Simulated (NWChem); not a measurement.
C3H8Si; SMILES C/C=C\[SiH3]

### Question
Give the equilibrium geometry at PBE0/def2-SVP (NWChem) as a Z-matrix, with the point group.

### Answer
point group Cs; any orientation.
```
C
C 1 1.3422
H 1 1.0972 2 117.08
H 2 1.0993 1 118.39 3 0.00
C 2 1.4921 4 115.05 1 180.00
H 5 1.1005 2 112.76 4 180.00
H 5 1.1031 6 107.97 2 122.72
H 5 1.1031 6 107.97 7 114.57
Si 1 1.8752 3 116.98 2 180.00
H 9 1.4942 1 108.92 3 0.00
H 9 1.4975 10 108.18 1 122.03
H 9 1.4975 10 108.18 11 115.94
```
